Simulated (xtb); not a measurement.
C4H5Cl2F, SMILES C=C(F)CC(Cl)Cl. All values are semi-empirical tight-binding results from xtb (GFN2-xTB unless named), good for trends rather than for accurate numbers. Geometry optimised at GFN2-xTB. The structure was generated by enumeration, and PubChem lists no compound with its InChIKey, so it may never have been made. One conformer was computed; it need not be the lowest.

Optimised geometry:

```xyz
12

C     -2.2130     0.2076    -0.6919
C     -1.4219    -0.6354    -0.0587
F     -1.7688    -1.0903     1.1660
C     -0.1131    -1.1932    -0.5387
C      1.0597    -0.2476    -0.2926
Cl     1.1901     0.1782     1.4329
Cl     0.8810     1.2404    -1.2499
H     -1.9580     0.5770    -1.6666
H     -3.1267     0.5541    -0.2439
H      0.0848    -2.1260    -0.0058
H     -0.1681    -1.3949    -1.6099
H      2.0076    -0.7022    -0.5875
```

Problem. Estimate the properties. (The exact figures need the calculation; the answer reports its results.)

Solution. 
```json
{
  "orbital_gap": "5.21 eV",
  "dipole_moment": "2.56 D",
  "zero_point_energy": "50.1 kcal/mol",
  "G − E(el) at 298.15 K (modified RRHO)": "29.0 kcal/mol",
  "static polarisability (D4 model)": "76.2 bohr³",
  "solvation energy, GFN2-xTB/ALPB(water)": "-4.5 kcal/mol",
  "solvation energy, GFN2-xTB/ALPB(methanol)": "-7.2 kcal/mol"
}
```

Computed atomic charges and the Wiberg bond orders between heavy atoms:
charges (e) C1 -0.11, C2 0.17, F3 -0.22, C4 -0.08, C5 0.14, Cl6 -0.15, Cl7 -0.16, H8 0.07, H9 0.08, H10 0.09, H11 0.08, H12 0.09. Bond orders C1–C2 1.90, C2–F3 0.96, C2–C4 1.00, C4–C5 0.99, C5–Cl6 0.97, C5–Cl7 0.96.
